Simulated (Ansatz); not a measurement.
The molecule NbO, multiplicity 4 (the spin of the measured ground state). No spin–orbit coupling.

D_e counts from the fitted minimum to each atom's lowest state at the same level, without counterpoise.

The values were computed with Ansatz (Gaussian orbitals). Each number belongs to the level named beside it. In def2 rows elements past Kr take small-core potentials, without spin–orbit coupling.

PBE/def2-TZVPP gives 192.46 kcal/mol for the bond energy D_e.

### Question
Predict the shift from PBE, with its sign, for: r2SCAN/def2-TZVPP, B3LYP/def2-TZVPP, wB97M-V/def2-TZVPP.

### Answer
r2SCAN/def2-TZVPP -15.48; B3LYP/def2-TZVPP -14.58; wB97M-V/def2-TZVPP -19.72 kcal/mol. 0 of 3 lie above PBE; the widest gap is to wB97M-V/def2-TZVPP.

Ansatz is a program for electronic structure.
